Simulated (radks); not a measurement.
Task: The mean radii <r> (bohr) of the occupied orbitals of an atom or ion are listed with their occupations. All-electron calculation, non-relativistic Kohn-Sham, LDA (Slater exchange, Perdew-Wang correlation), spin-unpolarised, spherical densities, point nucleus. Program: a radial shooting solver on a logarithmic mesh with Libxc functionals.

orbital  occ.     <r>
1s          2  0.3323
2s          2   1.966
2p          1   2.289

Name the element and its charge.

Result: Z = 5, boron, charge 0: B in [He] 2s2 2p1. The 1s radius gives Z: for a bare nucleus <r> = 1.5/Z, 0.3 bohr for Z = 5, and screening makes it slightly larger (0.3323 here). The occupations add up to 5, and the charge is Z minus that.
